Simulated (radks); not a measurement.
Values are calculated unless marked as measured or tabulated.
Correlation energies from several functionals, in hartree. Species: Ru3+ [Kr] 4d5; S5+ [Ne] 3s1; Cs [Xe] 6s1; Al3+ [Ne]. Level of theory: non-relativistic Kohn-Sham, exchange-only B88, spin-polarised, spherical densities, point nucleus (a radial shooting solver on a logarithmic mesh with Libxc functionals). Every spin shell is full or empty, so the densities are truly spherical. Functionals are evaluated on that one density, not self-consistently.

functional     Ru3+       S5+       Cs      Al3+
PW92        -3.9135  -0.96193  -5.2559  -0.84868
VWN5        -3.9316  -0.96683  -5.2783  -0.85306
Wigner      -2.1019  -0.55311  -2.9006  -0.53208
PBE         -2.1331  -0.41241  -2.9535  -0.38226
PBEsol      -2.4230  -0.48970  -3.3387  -0.45059
P86         -2.4157  -0.47412  -3.3542  -0.43113
PW91        -2.3139  -0.46332  -3.1888  -0.42319
AM05        -3.6388  -0.86894  -4.9023  -0.76572
OP (B88)    -1.9843  -0.45990  -2.6979  -0.42404
SCAN        -2.1206  -0.41134  -2.9510  -0.37210
r2SCAN      -2.1360  -0.41537  -2.9700  -0.37539
Tao-Mo      -2.0525  -0.37484  -2.8548  -0.34608
